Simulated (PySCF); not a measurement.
A structure optimised at PBE-D3(BJ)/def2-SVP, used in a PySCF frequency run:

```
C
H 1 1.1056
H 1 1.1076 2 110.17
H 1 1.1076 2 110.17 3 -121.90
Sb 1 2.1845 2 108.65 3 119.05
Br 5 2.5575 1 94.02 2 -50.68
Br 5 2.5575 1 94.02 2 50.68
```
Charge 0, spin multiplicity 1.

Task: Write its SMILES, formula and point group.

Result: [CH3][Sb]([Br])[Br], CH3Br2Sb, Cs

Task: What are its rotational constants (standard atomic weights)?

Result: 1.8300, 0.73633, 0.60306 GHz
